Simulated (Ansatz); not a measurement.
Cl$_{2}$Pb (SMILES [Cl][Pb][Cl]), singlet, at a GFN2-xTB geometry (such geometries of metal compounds can be far from the true shape) (core potentials on Pb); BLYP/def2-SVP (Ansatz, a first-principles code).

The Ansatz input:
Ansatz 0.2 input:
```yaml
crystal:
  periodic: [false, false, false]
  atoms:
    - {symbol: Pb, position_ang: [0.00765115, -0.01117216, 0.46344358]}
    - {symbol: Cl, position_ang: [1.26191218, 1.44651416, -1.10463352]}
    - {symbol: Cl, position_ang: [-1.29881774, -1.39262489, -1.13080023]}
basis:
  gaussian:
    orbitals: def2-SVP
    occupation: {up: {"A1": 12, "A2": 3, "B1": 4, "B2": 9}, down: {"A1": 12, "A2": 3, "B1": 4, "B2": 9}}
hamiltonian:
  xc: blyp
```

The log (banner, timings and long lists left out):

```
Functional definition: BLYP
the irreps are read with x along [0.742, -0.669, -0.028], y along [-0.670, -0.743, -0.007] and z along [-0.017, 0.024, -1.000] of the geometry given
686 factors; their error is unknown
mean field evaluation 1: about -30285.7938 eV, gradient 2.5e1 eV
mean field evaluation 2: about -30287.7776 eV, gradient 4.7e0 eV
mean field evaluation 4: about -30287.9686 eV, gradient 1.5e-2 eV
mean field evaluation 8: about -30287.9395 eV, gradient 2.6e-6 eV
mean field -30287.93952946 eV, -1113.0612478050 hartree, gradient 2.6e-6 eV, S^2 0.000000; 0 other end points of the search recorded, 0 dependent functions left out
reference -30287.93979888 eV, -1113.0612577060 hartree; 28, 28 occupied and 34, 34 virtual orbitals, 686 factors
Total energy: -30287.93979888 eV, -1113.0612577060 hartree
```
